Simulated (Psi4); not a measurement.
C$_{6}$H$_{8}$ (SMILES CC1C=CC=C1), singlet, geometry from GFN2-xTB; MP2/6-311+G(2d,p) in Psi4 1.11.

Psi4 was given this input:
```
memory 2 GB

molecule mol {
0 1
C     1.969483   -0.093053    0.366427
C     0.682085   -0.142739   -0.458450
C    -0.116031    1.124808   -0.396179
C    -1.349919    0.860488    0.047014
C    -1.466935   -0.560069    0.315208
C    -0.304107   -1.158411    0.034882
H     1.734340    0.122583    1.406001
H     2.487913   -1.047761    0.316634
H     2.630561    0.683968   -0.010309
H     0.945750   -0.361161   -1.500334
H     0.289697    2.079892   -0.675342
H    -2.149612    1.564953    0.193799
H    -2.363172   -1.027635    0.683267
H    -0.062933   -2.200988    0.132868
}

set {
  basis 6-311+g(2d,p)
  reference rhf
  freeze_core true
}

energy('mp2')
print_variables()
```

Output, abridged:

```
    SCF Algorithm Type (re)set to DF.

   => Loading Basis Set <=

    Name: 6-311+G(2D,P)
    Role: ORBITAL
    Keyword: BASIS

         ---------------------------------------------------------
                                   SCF
               by Justin Turney, Rob Parrish, Andy Simmonett
                          and Daniel G. A. Smith
                              RHF Reference
         ---------------------------------------------------------

  ==> Geometry <==

    Molecular point group: c1
    Full point group: C1

    Geometry (in Angstrom), charge = 0, multiplicity = 1:

       Center              X                  Y                   Z               Mass
    ------------   -----------------  -----------------  -----------------  -----------------
         C            2.013012166162    -0.095359724706     0.373200636640    12.000000000000
         C            0.725614166162    -0.145045724706    -0.451676363360    12.000000000000
         C           -0.072501833838     1.122501275294    -0.389405363360    12.000000000000
         C           -1.306389833838     0.858181275294     0.053787636640    12.000000000000
         C           -1.423405833838    -0.562375724706     0.321981636640    12.000000000000
         C           -0.260577833838    -1.160717724706     0.041655636640    12.000000000000
         H            1.777869166162     0.120276275294     1.412774636640     1.007825032230
         H            2.531442166162    -1.050067724706     0.323407636640     1.007825032230
         H            2.674090166162     0.681661275294    -0.003535363360     1.007825032230
         H            0.989279166162    -0.363467724706    -1.493560363360     1.007825032230
         H            0.333226166162     2.077585275294    -0.668568363360     1.007825032230
         H           -2.106082833838     1.562646275294     0.200572636640     1.007825032230
         H           -2.319642833838    -1.029941724706     0.690040636640     1.007825032230
         H           -0.019403833838    -2.203294724706     0.139641636640     1.007825032230

  Running in c1 symmetry.

  Rotational constants: A =      0.23786  B =      0.12052  C =      0.08923 [cm^-1]
  Rotational constants: A =   7130.80312  B =   3613.09400  C =   2675.07744 [MHz]
  Nuclear repulsion =  220.054452219351560

  Charge       = 0
  Multiplicity = 1
  Electrons    = 44
  Nalpha       = 22
  Nbeta        = 22

  ==> Algorithm <==

  SCF Algorithm Type is DF.
  DIIS enabled.
  MOM disabled.
  Fractional occupation disabled.
  Guess Type is SAD.
  Energy threshold   = 1.00e-08
  Density threshold  = 1.00e-08
  Integral threshold = 1.00e-12

  ==> Primary Basis <==

  Basis Set: 6-311+G(2D,P)
    Blend: 6-311+G(2D,P)
    Number of shells: 98
    Number of basis functions: 210
    Number of Cartesian functions: 222
    Spherical Harmonics?: true
    Max angular momentum: 2

   => Loading Basis Set <=

    Name: (6-311+G(2D,P) AUX)
    Role: JKFIT
    Keyword: DF_BASIS_SCF

  ==> Integral Setup <==

  SCF_SUBTYPE=INCORE selected. In-core MEM_DF algorithm will be used.
  Using in-core AOs.

  ==> MemDFJK: Density-Fitted J/K Matrices <==

    J tasked:                   Yes
    K tasked:                   Yes
    wK tasked:                   No
    Algorithm:                 Core
    Schwarz Cutoff:           1E-12
    Mask sparsity (%):       1.7823
    Fitting Condition:        1E-10

   => Auxiliary Basis Set <=

  Basis Set: (6-311+G(2D,P) AUX)
    Blend: HEAVY-AUG-CC-PVTZ-JKFIT
    Number of shells: 260
    Number of basis functions: 864
    Number of Cartesian functions: 1066
    Spherical Harmonics?: true
    Max angular momentum: 4

  Minimum eigenvalue in the overlap matrix is 1.1799184489E-05.
  Reciprocal condition number of the overlap matrix is 9.6055479186E-07.
    Using symmetric orthogonalization.

  ==> Pre-Iterations <==

  SCF Guess: Superposition of Atomic Densities via on-the-fly atomic UHF (no occupation information).

   -------------------------
    Irrep   Nso     Nmo
   -------------------------
     A        210     210
   -------------------------
    Total     210     210
   -------------------------

  ==> Iterations <==

                           Total Energy        Delta E     RMS |[F,P]|

   @DF-RHF iter SAD:  -231.54277209200100   -2.31543e+02   0.00000e+00
   @DF-RHF iter   1:  -231.66409041888869   -1.21318e-01   2.86707e-03 ADIIS/DIIS
   @DF-RHF iter   2:  -231.83963714985777   -1.75547e-01   1.46248e-03 ADIIS/DIIS
   @DF-RHF iter   3:  -231.88764807389808   -4.80109e-02   2.53946e-04 ADIIS/DIIS
   @DF-RHF iter   4:  -231.89040965390220   -2.76158e-03   6.92478e-05 DIIS
   @DF-RHF iter   5:  -231.89059222352492   -1.82570e-04   2.20882e-05 DIIS
   @DF-RHF iter   6:  -231.89061692171049   -2.46982e-05   7.83043e-06 DIIS
   @DF-RHF iter   7:  -231.89062053506601   -3.61336e-06   2.68486e-06 DIIS
   @DF-RHF iter   8:  -231.89062101534907   -4.80283e-07   6.62865e-07 DIIS
   @DF-RHF iter   9:  -231.89062105157899   -3.62299e-08   1.83531e-07 DIIS
   @DF-RHF iter  10:  -231.89062105374575   -2.16676e-09   4.71117e-08 DIIS
   @DF-RHF iter  11:  -231.89062105386859   -1.22839e-10   1.13651e-08 DIIS
   @DF-RHF iter  12:  -231.89062105387552   -6.93490e-12   4.10803e-09 DIIS
  Energy and wave function converged.

  ==> Post-Iterations <==

    Orbital Energies [Eh]
    ---------------------

    Doubly Occupied:

[...]
      22A     -0.305128

    Virtual:

[...]
    Final Occupation by Irrep:
              A
    DOCC [    22 ]
    NA   [    22 ]
    NB   [    22 ]

  @DF-RHF Final Energy:  -231.89062105387552

   => Energetics <=

    Nuclear Repulsion Energy =            220.0544522193515604
    One-Electron Energy =                -747.8910045469563102
    Two-Electron Energy =                 295.9459312737292294
    Total Energy =                       -231.8906210538755204

Computation Completed

Properties will be evaluated at   0.000000,   0.000000,   0.000000 [a0]

Properties computed using the SCF density matrix

 Multipole Moments:

 ------------------------------------------------------------------------------------
     Multipole            Electronic (a.u.)      Nuclear  (a.u.)        Total (a.u.)
 ------------------------------------------------------------------------------------

 L = 1.  Multiply by 2.5417464519 to convert [e a0] to [Debye]
 Dipole X            :         -3.4742544            3.6193609            0.1451065
 Dipole Y            :          0.1738527           -0.1918089           -0.0179562
 Dipole Z            :         -0.5950040            0.5632064           -0.0317976
 Magnitude           :                                                    0.1496309

 ------------------------------------------------------------------------------------

  //>>>>>>>>>>>>>>>>>>>>>>>>>>>>>>>>>>>//
  //               DFMP2               //
  //<<<<<<<<<<<<<<<<<<<<<<<<<<<<<<<<<<<//

   => Loading Basis Set <=

    Name: (6-311+G(2D,P) AUX)
    Role: RIFIT
    Keyword: DF_BASIS_MP2

	 --------------------------------------------------------
	                          DF-MP2
	      2nd-Order Density-Fitted Moller-Plesset Theory

	        Rob Parrish, Justin Turney, Andy Simmonett,
	           Ed Hohenstein, and C. David Sherrill
	 --------------------------------------------------------

   => Auxiliary Basis Set <=

  Basis Set: (6-311+G(2D,P) AUX)
    Blend: HEAVY-AUG-CC-PVTZ-RI
    Number of shells: 248
    Number of basis functions: 876
    Number of Cartesian functions: 1096
    Spherical Harmonics?: true
    Max angular momentum: 4

	 --------------------------------------------------------
	                 NBF =   210, NAUX =   876
	 --------------------------------------------------------
	   CLASS    FOCC     OCC    AOCC    AVIR     VIR    FVIR
	   PAIRS       6      22      16     188     188       0
	 --------------------------------------------------------

	-----------------------------------------------------------
	 ==================> DF-MP2 Energies <====================
	-----------------------------------------------------------
	 Reference Energy          =    -231.8906210538755204 [Eh]
	 Singles Energy            =      -0.0000000000000000 [Eh]
	 Same-Spin Energy          =      -0.2202475436664208 [Eh]
	 Opposite-Spin Energy      =      -0.6694257122883921 [Eh]
	 Correlation Energy        =      -0.8896732559548128 [Eh]
	 Total Energy              =    -232.7802943098303388 [Eh]
	-----------------------------------------------------------
	 ================> DF-SCS-MP2 Energies <==================
	-----------------------------------------------------------
	 SCS Same-Spin Scale       =       0.3333333333333333 [-]
	 SCS Opposite-Spin Scale   =       1.2000000000000000 [-]
	 SCS Same-Spin Energy      =      -0.0734158478888069 [Eh]
	 SCS Opposite-Spin Energy  =      -0.8033108547460704 [Eh]
	 SCS Correlation Energy    =      -0.8767267026348774 [Eh]
	 SCS Total Energy          =    -232.7673477565103894 [Eh]
	-----------------------------------------------------------

  Variable Map:
  ----------------------------------------------------------------------------
[...]
  Array Variable Map:
  ----------------------------------------------------------------------------
[...]
[...]
```
